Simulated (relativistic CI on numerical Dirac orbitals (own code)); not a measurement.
## Energy levels of Sn XXXI

Computed by Dirac-Coulomb-Breit CI, KLI orbitals optimised for each configuration, model QED, unscaled Slater integrals (own radial code, finite nucleus).

Configurations in the expansion (outside the closed core [Ne]): 3s2 3p6 3d2, 3s2 3p5 3d3, 3s 3p6 3d3, 3s2 3p6 3d 4s, 3s2 3p6 3d 4p, 3s2 3p6 3d 4d, 3s2 3p5 3d2 4s, 3s2 3p6 3d 4f, 3s2 3p5 3d2 4p, 3s2 3p5 3d2 4d, 3p6 3d4, 3p5 3d5, 3p5 3d4 4s, 3p6 3d3 4s, 3p5 3d3 4s2. Double excitations out of closed p, d and f shells are left out; levels of such configurations are missing from the list, as are those of other unlisted configurations, and high levels can miss mixing partners. These lack a partner that the ground configuration has and come out too high: 3s2 3p5 3d2 4p, 3s2 3p5 3d2 4d.

The lowest level is 3s2 3p6 3d2 3F_2, with 85 % of that term; Hund's rules for 3s2 3p6 3d2 give 3F with J = 2, in agreement.

```
No.  Configuration  Term  J   E (eV)    %  Landé g        jj configuration (%)
  1    3s2 3p6 3d2    3F  2    0.000   85    0.716                3d3/2^2 (95)
  2    3s2 3p6 3d2    3F  3    9.392  100    1.079           3d3/2 3d5/2 (100)
  3    3s2 3p6 3d2    3P  0   12.045   88                         3d3/2^2 (89)
  4    3s2 3p6 3d2    3F  4   15.583   75    1.183            3d3/2 3d5/2 (70)
  5    3s2 3p6 3d2    3P  2   16.116   45    1.183            3d3/2 3d5/2 (94)
  6    3s2 3p6 3d2    3P  1   18.266  100    1.497           3d3/2 3d5/2 (100)
  7    3s2 3p6 3d2    1G  4   25.939   75    1.058                3d5/2^2 (70)
  8    3s2 3p6 3d2    3P  2   28.249   54    1.254                3d5/2^2 (98)
  9    3s2 3p6 3d2    1S  0   45.616   88                         3d5/2^2 (89)
 10    3p5 3d3(4F)   5F°  2  156.258   37    1.146        3p3/2^3 3d3/2^3 (72)
 11    3p5 3d3(4F)   5D°  1  156.930   50    0.973        3p3/2^3 3d3/2^3 (68)
 12    3p5 3d3(4F)   5D°  0  159.000   89                 3p3/2^3 3d3/2^3 (55)
 13    3p5 3d3(4F)   5F°  3  160.159   49    1.233  3p3/2^3 3d3/2^2 3d5/2 (71)
 14    3p5 3d3(4F)   5F°  4  164.086   49    1.290  3p3/2^3 3d3/2^2 3d5/2 (68)
 15    3p5 3d3(4P)   5S°  2  164.866   56    1.795  3p3/2^3 3d3/2^2 3d5/2 (70)
 16    3p5 3d3(4P)   5D°  3  165.740   32    1.189        3p3/2^3 3d3/2^3 (61)
 17    3p5 3d3(2G)   3F°  2  167.125   38    1.060  3p3/2^3 3d3/2^2 3d5/2 (85)
 18    3p5 3d3(4F)   5D°  1  168.050   37    0.773  3p3/2^3 3d3/2^2 3d5/2 (82)
 19    3p5 3d3(4F)   5G°  5  168.166   44    1.281  3p3/2^3 3d3/2^2 3d5/2 (56)
 20    3p5 3d3(4P)   5D°  4  169.869   45    1.309  3p3/2^3 3d3/2^2 3d5/2 (67)
 21    3p5 3d3(4F)   3G°  3  170.644   45    0.979  3p3/2^3 3d3/2^2 3d5/2 (82)
 22    3p5 3d3(4F)   5G°  6  171.739   54    1.235  3p3/2^3 3d3/2^2 3d5/2 (68)
 23    3p5 3d3(4F)   3G°  4  174.201   42    1.103  3p3/2^3 3d3/2^2 3d5/2 (71)
 24    3p5 3d3(2D)   3P°  0  176.127   61           3p3/2^3 3d3/2^2 3d5/2 (55)
 25    3p5 3d3(2P)   3D°  3  176.493   25    1.232  3p3/2^3 3d3/2^2 3d5/2 (85)
 26    3p5 3d3(2D)   3D°  2  176.626   25    1.244  3p3/2^3 3d3/2^2 3d5/2 (52)
 27    3p5 3d3(2P)   3P°  1  177.641   37    1.574  3p3/2^3 3d3/2^2 3d5/2 (73)
 28    3p5 3d3(4F)   3G°  5  178.033   35    1.250  3p3/2^3 3d3/2 3d5/2^2 (43)
 29    3p5 3d3(2G)   3F°  2  178.563   32    1.084  3p3/2^3 3d3/2 3d5/2^2 (73)
 30    3p5 3d3(2G)   3G°  4  179.370   44    1.129  3p3/2^3 3d3/2^2 3d5/2 (56)
```

Energies count from the lowest computed level; ° marks odd parity. Percentages are summed over parent terms; the parents shown are those of the largest component, closed shells are left out there. Filled j subshells are mostly left out of the jj labels.

The mean weight of the leading LS term, summed over parents, in these 30 levels is 55 %, and that of the leading jj configuration (from the same eigenvectors) 74 %, so jj coupling describes them better and the LS labels are nominal.

At this charge energies of transitions that change n are usually good to better than 1 %, and those within a shell (Δn = 0) to a few per cent. Terms inside the open d or f shell come out 10 to 20 % too wide with unscaled integrals.

LS names give the leading component of a level, which can be under half, so a name can repeat, a term be missing and a line seem to break the LS rules.
